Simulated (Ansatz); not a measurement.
Program: Ansatz. Geometries: PBE0-D4/def2-TZVP. ΔE: electronic, gas phase. CBS: MP2 limit from def2 TZ/QZ plus the TZ coupled-cluster correction, frozen cores. This one scheme is used for every species. Functionals use def2-TZVPP. B3LYP here is the variant with VWN-RPA as its local correlation; programs differ in this. def2 core potentials past Kr. For Sn outer-core shells are correlated without core-valence functions, which leaves a few kJ/mol of doubt a bond. One conformer a species, not always the lowest.

`[CH3][SnH2][SiH2]N` + `C=N` → `C=N[SiH2]N` + `[CH3][SnH3]`  (cleavage of the Si–Sn bond)

`[CH3][SnH2][SiH2]N`:

```xyz
13

C     0.191   -1.643   -1.507
Sn   -0.934   -0.934    0.185
Si   -0.361    1.526    0.712
N     1.305    1.847    1.047
H     1.259   -1.542   -1.314
H    -0.066   -1.064   -2.394
H    -0.036   -2.693   -1.691
H    -0.550   -1.943    1.522
H    -2.602   -1.162   -0.149
H    -0.733    2.358   -0.465
H    -1.157    1.965    1.890
H     1.964    1.829    0.284
H     1.721    1.457    1.879
```

`C=N`:

Z-matrix (Å, degrees):
```
C
N 1 1.261
H 1 1.096 2 124.9
H 1 1.092 2 118.8 3 -180.0
H 2 1.021 1 111.0 3 -0.0
```

`C=N[SiH2]N`:

Z-matrix (Å, degrees):
```
Si
N 1 1.750
N 1 1.708 2 114.0
H 1 1.493 2 109.5 3 120.4
H 1 1.482 2 105.7 3 -118.9
C 2 1.257 1 123.1 3 -123.4
H 3 1.007 1 120.1 2 76.0
H 3 1.007 1 120.3 2 -69.0
H 6 1.097 2 120.7 1 -179.8
H 6 1.104 2 124.1 1 0.2
```

`[CH3][SnH3]`:

Cartesian coordinates in Å:
```
C 0.217 -1.106 -0.230
Sn -0.186 0.951 0.198
H -0.168 -1.363 -1.217
H -0.263 -1.742 0.514
H 1.291 -1.287 -0.211
H 0.558 1.951 -0.971
H -1.871 1.237 0.176
H 0.423 1.360 1.742
```

```json
{"level": "r2SCAN-D4", "ΔE (kcal/mol)": "-7.2", "difference from CCSD(T)/CBS": "-0.6"}
{"level": "PBE0-D4", "ΔE (kcal/mol)": "-5.5", "difference from CCSD(T)/CBS": "1.1"}
{"level": "B3LYP-D4", "ΔE (kcal/mol)": "-7.5", "difference from CCSD(T)/CBS": "-0.9"}
{"level": "ωB97M-V", "ΔE (kcal/mol)": "-8.6", "difference from CCSD(T)/CBS": "-2.0"}
{"level": "PBE", "ΔE (kcal/mol)": "-4.7", "difference from CCSD(T)/CBS": "1.9"}
{"level": "PBE0", "ΔE (kcal/mol)": "-5.8", "difference from CCSD(T)/CBS": "0.8"}
{"level": "SCS-MP2/def2-TZVPP", "ΔE (kcal/mol)": "-9.1", "difference from CCSD(T)/CBS": "-2.5"}
{"level": "HF/CBS(def2)", "ΔE (kcal/mol)": "-12.1", "difference from CCSD(T)/CBS": "-5.5"}
{"level": "MP2/CBS(def2)", "ΔE (kcal/mol)": "-7.4", "difference from CCSD(T)/CBS": "-0.8"}
{"level": "CCSD/CBS(def2)", "ΔE (kcal/mol)": "-7.0", "difference from CCSD(T)/CBS": "-0.4"}
{"level": "CCSD(T)/CBS", "ΔE (kcal/mol)": "-6.6", "difference from CCSD(T)/CBS": "0"}
```

Largest T1 diagnostic among the species: 0.012.

In def2-TZVPP, CCSD(T) changes the Hartree–Fock value by +4.0 kcal/mol (the triples alone add +0.3 kcal/mol) and MP2 by +3.2 kcal/mol. From PBE to PBE0 (25 % exact exchange), in def2-TZVPP and without D4, ΔE moves by −1.2 kcal/mol.
